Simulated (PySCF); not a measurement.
**The first ionisation energy along the 5p block**

All values are computed (PySCF 2.14, energy differences of UHF-based or UKS calculations, no spin-orbit coupling). Values in eV. The last column holds reference values (NIST; (s) semi-empirical, (t) theoretical, else measured). Unmarked ones compare directly (S terms, centres of terms, or small fine structure); those marked * lie between the lowest fine-structure levels and include a spin-orbit shift.

```tsv
element	configurations	UHF	LDA	PBE0	SCS-MP2 (valence)	SCS-MP2 (valence and next inner shell)	CCSD(T) (valence)	reference
In (aug-cc-pwCVTZ-PP with ECP28MDF, ECP)	[Kr] 4d10 5s2 5p1 → [Kr] 4d10 5s2	5.219	5.719	5.625	5.394	5.413	5.486	5.603
Sn (aug-cc-pwCVTZ-PP with ECP28MDF, ECP)	[Kr] 4d10 5s2 5p2 → [Kr] 4d10 5s2 5p1	6.848	7.414	7.309	7.093	7.162	7.217	7.389
Te (aug-cc-pwCVTZ-PP with ECP28MDF, ECP)	[Kr] 4d10 5s2 5p4 → [Kr] 4d10 5s2 5p3	7.739	9.005	8.736	8.443	8.494	8.540	8.749
I (aug-cc-pwCVTZ-PP with ECP28MDF, ECP)	[Kr] 4d10 5s2 5p5 → [Kr] 4d10 5s2 5p4	9.538	10.789	10.525	10.299	10.388	10.354	10.519
Xe (aug-cc-pwCVTZ-PP with ECP28MDF, ECP)	[Xe] → [Kr] 4d10 5s2 5p5	11.444	12.605	12.380	12.230	12.336	12.238	12.565
```

**Question.** Fill in the row of Sb (aug-cc-pwCVTZ-PP with ECP28MDF, ECP) ([Kr] 4d10 5s2 5p3 → [Kr] 4d10 5s2 5p2).

**Answer.** UHF 8.571; LDA 9.117; PBE0 9.037; SCS-MP2 (valence) 8.867; SCS-MP2 (valence and next inner shell) 8.961; CCSD(T) (valence) 9.009; reference 9.124 (eV).

"Valence" correlates the outer s and p shells and, in groups 3 to 12 and the f block, the outer d or f shell, open or full, or the next shell where the ion has no valence electron left; the wider scheme adds the next inner shell.
